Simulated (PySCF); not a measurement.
# One molecule, several mistakes: Cl2FSi anion

All numbers below are calculated, not measured. The program is PySCF 2.14.0, an open-source quantum chemistry code, run on an isolated molecule that a program drew, which may never have been made. The molecule is Cl2FSi anion (charge -1, singlet), drawn as the SMILES string `F[Si-](Cl)Cl`.

Each row is a Hartree-Fock (HF) and frozen-core CCSD(T) single point in the aug-cc-pV(D+d)Z basis, meant for a local HF minimum. Run 1 is clean. Each other run has one planted mistake out of seven kinds, and not every kind appears here: one electron removed, one electron added, multiplicity raised by two, geometry at a saddle point, minimal basis STO-3G, one bond length entered in bohr, all coordinates scaled. The reference is restricted for singlets and unrestricted otherwise, and also for a bond in bohr. Adding or removing an electron swaps singlet and doublet. Electrons count all cores. HOMO and LUMO are orbital energies over both spins, the gradient is its largest component, and the lowest frequency (negative if imaginary) is given only where the gradient is small. Bond lengths are over the 3 bonds as drawn. T1 is the CCSD diagnostic: over 0.02 (restricted) or 0.045 (unrestricted) a single reference is doubtful.

Geometry of the clean run:
```xyz
4
Cl2FSi anion, angstrom
F     0.3153   -1.1071   -1.6857
Si   -0.1625   -0.9348   -0.1165
Cl    1.1661   -2.5517    0.7160
Cl   -2.0497   -2.1491   -0.3075
```

| run | electrons | basis functions | <S^2> | HOMO (eV) | LUMO (eV) | gradient (hartree/bohr) | lowest frequency (cm^-1) | mean bond (Å) | longest bond (Å) | T1 | HF (hartree) | CCSD(T) (hartree) | mistake |
|---|---|---|---|---|---|---|---|---|---|---|---|---|---|
| 1 | 58 | 119 | 0.000 | -4.12 | 4.66 | 3.7e-05 | 152 | 2.0513 | 2.252 | 0.0133 | -1307.60440 | -1308.26556 | no fault |
| 2 | 58 | 119 | 0.000 | -4.63 | 3.14 | 2.8e-02 | - | 2.7192 | 4.256 | 0.0150 | -1307.55058 | -1308.20842 | one bond length entered in bohr |
| 3 | 58 | 119 | 2.009 | -0.26 | 3.83 | 2.9e-02 | - | 2.0513 | 2.252 | 0.0196 | -1307.47863 | -1308.12333 | multiplicity raised by two |
| 4 | 58 | 119 | 0.000 | -4.69 | 4.17 | 3.1e-05 | -111 | 2.2018 | 2.499 | 0.0145 | -1307.56367 | -1308.22948 | geometry at a saddle point |
| 5 | 58 | 119 | 0.000 | -5.14 | 4.46 | 5.1e-02 | - | 2.2195 | 2.437 | 0.0147 | -1307.58732 | -1308.25487 | all coordinates scaled |
| 6 | 58 | 32 | 0.000 | -0.56 | 15.21 | 1.6e-02 | - | 2.0513 | 2.252 | 0.0101 | -1292.86523 | -1292.92593 | ? |

**Which mistake was planted in run 6, and what did it cost?**

It has 32 basis functions where the clean run has 119, with the same electrons and geometry. So the mistake is: minimal basis STO-3G. Subtracting run 1 and multiplying by 627.51 kcal/mol a hartree, the energy moved by 9249.0 kcal/mol in HF and 9625.8 kcal/mol in CCSD(T).

